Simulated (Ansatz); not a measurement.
BeH, doublet: up the ladder of correlation methods

Calculated in Ansatz's Gaussian-basis code; BCCD by scripts on PySCF. Basis STO-3G, all electrons correlated, nonrelativistic. Perturbation and coupled-cluster methods stand on the Hartree–Fock determinant that coupled cluster favours; RHF here means ROHF, with semicanonical perturbation theory. The state met can change along the bond. Small basis; these aren't basis-limit values.

Correlation energy of CCSD(T), then each method's total less that of CCSD(T), in eV:

```tsv
case	E corr CCSD(T)	CCSD	BCCD	BCCD(T)	determinant
1.477 Å RHF	-0.715	+0.011	+0.010	0.000	–
1.477 Å UHF	-0.703	+0.009	+0.009	0.000	⟨S²⟩ = 0.753
1.679 Å RHF	-0.945	+0.018	+0.015	-0.001	–
1.679 Å UHF	-0.906	+0.012	+0.014	+0.001	⟨S²⟩ = 0.768
1.947 Å RHF	-1.434	+0.038	+0.025	-0.006	–
1.947 Å UHF	-1.143	+0.007	+0.028	+0.009	⟨S²⟩ = 0.916
2.283 Å RHF	-1.632	0.000	+0.027	+0.011	–
2.283 Å UHF	-1.169	+0.001	+0.012	+0.006	⟨S²⟩ = 1.046
```

(1) How far does full CI lie from CCSD(T) in each case, and where is CCSD(T) within 1 kcal/mol (0.043 eV)?

(2) Which method comes nearest to full CI in total energy for 1.947 Å UHF?

Answers

(1) 1.477 Å RHF: -0.009 eV (within); 1.477 Å UHF: -0.008 eV (within); 1.679 Å RHF: -0.016 eV (within); 1.679 Å UHF: -0.012 eV (within); 1.947 Å RHF: -0.029 eV (within); 1.947 Å UHF: -0.010 eV (within); 2.283 Å RHF: -0.001 eV (within); 2.283 Å UHF: -0.002 eV (within).

(2) CCSD(T), 0.010 eV away; next CCSD (0.017 eV), last BCCD (0.038 eV).
